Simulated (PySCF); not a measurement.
# GdH from Hartree–Fock to correlated methods

State: octet, about 7.0 electrons in the 4f shell (Mulliken). Set-up: PySCF, spin-free X2C with a Gaussian nucleus, basis sets Gd x2c-SVPall, H x2c-SVPall. De refers to Gd (4f7 5d1 6s2) + H in their high-spin ground configurations, without counterpoise correction. The functionals are run spin-unrestricted. A positive dipole means Gd(−)H(+). Levels whose curve was spin-contaminated or gave no clean fit are not listed.

| Level | Re (Å) | ωe (cm⁻¹) | De (eV) | μ (D) | CPU s a point (SCF and correlation, without the integrals) |
| --- | --- | --- | --- | --- | --- |
| ROHF | 2.000 | 1487 | n/a | -2.11 | 2.6 |
| ROHF-MP2 | 1.927 | 1583 | n/a | n/a | 3.5 |
| ROHF-SCS-MP2 | 1.940 | 1570 | n/a | n/a | n/a |
| ROHF-CCSD | 1.947 | 1546 | 2.46 | n/a | n/a |
| ROHF-CCSD(T) | 1.947 | 1539 | 2.49 | n/a | 44 |
| TPSSh | 1.956 | 1457 | 2.91 | -2.08 | 3 |
| PBE0 | 1.945 | 1484 | 2.58 | -2.04 | 2.5 |
| CAM-B3LYP | 1.946 | 1491 | 2.76 | -2.10 | 7.8 |

The bond length runs from 1.927 Å (ROHF-MP2) to 2.000 Å (ROHF). De spans 2.46 eV (ROHF-CCSD, coupled cluster) to 2.91 eV (TPSSh, hybrid meta-GGA).

Correlated steps freeze 18 core orbitals. Correlated levels converge slowly with the basis: in double zeta they bind strong bonds too weakly, by up to about 1 eV, and carry superposition errors of some tenths. Spin–orbit coupling is left out, which matters for elements this heavy, above all for dissociation energies. UHF is strongly spin-contaminated for GdH, so the ROHF reference used there is far from stable. The state is the lowest single determinant that the PBE0 search found; with open d or f shells the true ground state can be another one.

The whole job (state search and all levels along the bond) took about 7.5 min on 2 threads of AMD EPYC 9R45 96-Core (shared host), peak memory 3.2 GiB.
